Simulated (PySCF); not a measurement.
# What a mistake does to a calculation on CGeH6Si

Calculated results; nothing here was measured. They come from PySCF 2.14.0, an open-source quantum chemistry program, on an isolated molecule that a program drew, which may never have been made. The molecule is CGeH6Si (charge 0, singlet), drawn as the SMILES string `[SiH2]=[CH][GeH3]`.

Each row is a Hartree-Fock (HF) and frozen-core CCSD(T) single point in the cc-pV(D+d)Z basis, meant for a local HF minimum. Run 1 is clean. Each other run has one planted mistake out of seven kinds, and not every kind appears here: one electron removed, one electron added, multiplicity raised by two, geometry at a saddle point, minimal basis STO-3G, one bond length entered in bohr, all coordinates scaled. The reference is restricted for singlets and unrestricted otherwise, and also for a bond in bohr. Adding or removing an electron swaps singlet and doublet. Electrons count all cores. HOMO and LUMO are orbital energies over both spins, the gradient is its largest component, and the lowest frequency (negative if imaginary) is given only where the gradient is small. Bond lengths are over the 8 bonds as drawn. T1 is the CCSD diagnostic: over 0.02 (restricted) or 0.045 (unrestricted) a single reference is doubtful. Germanium has the cc-pVDZ-PP basis, with a core potential (ECP10MDF) in place of its 10 inner electrons, and its 3s, 3p and 3d shells are frozen in CCSD(T).

Geometry of the clean run:
```xyz
9
CGeH6Si, angstrom
Si   -0.7638    0.3176    0.4527
C     0.6624   -0.5222    0.8119
Ge    1.9272   -1.2132   -0.4824
H    -1.6936    0.8229    1.4771
H    -1.1943    0.6135   -0.9226
H     0.9013   -0.6957    1.8585
H     1.4425   -0.8837   -1.9008
H     2.0719   -2.7367   -0.3533
H     3.3176   -0.5930   -0.2809
```

```
run,electrons,basis functions,<S^2>,HOMO (eV),LUMO (eV),gradient (hartree/bohr),lowest frequency (cm^-1),mean bond (Å),longest bond (Å),T1,HF (hartree),CCSD(T) (hartree),mistake
1,58,90,0.000,-8.70,2.01,2.3e-05,141,1.5335,1.937,0.0141,-623.60545,-624.00895,no fault
2,58,90,2.029,-6.15,0.39,1.1e-01,-,1.5335,1.937,0.0130,-623.53409,-623.90022,multiplicity raised by two
3,57,90,0.757,-16.39,-6.44,6.2e-02,-,1.5335,1.937,0.0196,-623.33666,-623.69127,?
4,58,90,0.000,-8.78,2.09,1.3e-02,-,1.5090,1.906,0.0137,-623.60321,-624.00426,?
```

**Which mistake was planted in run 3, and what did it cost?**

It counts 57 electrons, one fewer than the clean run, at the same geometry and basis. So the mistake is: one electron removed. Subtracting run 1 and multiplying by 627.51 kcal/mol a hartree, the energy moved by 168.7 kcal/mol in HF and 199.3 kcal/mol in CCSD(T).

**Which mistake was planted in run 4, and what did it cost?**

The mean and the longest bond both change by the same factor, 0.984, and the gradient is no longer small. So the mistake is: all coordinates scaled. Subtracting run 1 and multiplying by 627.51 kcal/mol a hartree, the energy moved by 1.4 kcal/mol in HF and 2.9 kcal/mol in CCSD(T).

